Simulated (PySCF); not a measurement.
CH₆ClFOSi₂, SMILES O[C@H]([SiH3])[Si@@H](F)Cl. Coordinates come from a B3LYP-D3(BJ)/def2-SVP optimisation. The structure was generated by enumeration; whether it is a known compound was not checked. Other conformers were not sampled.

### Question
Give the equilibrium geometry at B3LYP-D3(BJ)/def2-SVP (PySCF confirms it by a frequency run) as Cartesian coordinates in Å. (Estimate from the structure and the level; the computed values follow.)

### Answer
Several could match; the one computed here: 
```xyz
12

O      0.5366    -1.8273    -0.2082
C      0.8971    -0.4766    -0.5368
Si     2.3011     0.1079     0.6247
Si    -0.6124     0.6370    -0.5977
F     -1.5967     0.2441    -1.8250
Cl    -1.6417     0.2537     1.1645
H     -0.0041    -1.7997     0.5960
H      1.3144    -0.4988    -1.5609
H      2.6982     1.5138     0.3124
H      1.8048     0.0367     2.0278
H      3.4706    -0.7972     0.4615
H     -0.3223     2.0839    -0.7004
```
Charge 0, spin multiplicity 1.
